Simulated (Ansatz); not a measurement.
Tuning the range parameter of LC-ωPBE so that −HOMO meets the ionisation energy; basis def2-SVP, Ansatz. System: AlMe2(acac) (C₇H₁₃AlO₂). Charge 0, multiplicity 1. Geometry: PBE-D4/def2-SVP. The ionised state is a doublet.

Geometry of the singlet:

```xyz
23

Al    1.2765    0.4777    0.6246
C     1.6782    2.4012    0.5392
H     0.9147    2.9699   -0.0333
H     2.6607    2.5973    0.0580
H     1.7280    2.8531    1.5536
C     2.4638   -0.8342    1.4829
H     2.0311   -1.8573    1.4924
H     2.6860   -0.5632    2.5376
H     3.4431   -0.8998    0.9610
O     0.8336   -0.1365   -1.1014
C    -0.3192   -0.5243   -1.5247
C    -0.3702   -0.9564   -2.9655
C    -1.4829   -0.5598   -0.7240
C    -1.5067   -0.1731    0.6349
C    -2.7865   -0.2363    1.4243
O    -0.4760    0.2507    1.2803
H    -1.3780   -1.2782   -3.2836
H    -0.0284   -0.1195   -3.6084
H     0.3499   -1.7855   -3.1225
H    -2.4176   -0.9078   -1.1814
H    -3.6349   -0.6334    0.8388
H    -3.0367    0.7801    1.7926
H    -2.6287   -0.8649    2.3244
```

| ω (1/bohr) | HOMO (eV) | LUMO (eV) | vertical IE (eV) | HOMO + IE (eV) |
| --- | --- | --- | --- | --- |
| 0.15 | -7.49 | -0.77 | 8.14 | 0.66 |
| 0.2 | -7.99 | -0.39 | 8.32 | 0.32 |
| 0.3 | -8.75 | 0.07 | 8.66 | -0.09 |

Problem. Estimate the row for 0.1 bohr⁻¹.

Solution. 
```csv
ω (1/bohr),HOMO (eV),LUMO (eV),vertical IE (eV),HOMO + IE (eV)
0.1,-6.88,-1.28,8.00,1.12
```

Problem. Where does the tuning condition hold?

Solution. Near ω = 0.28 bohr⁻¹, by linear interpolation.
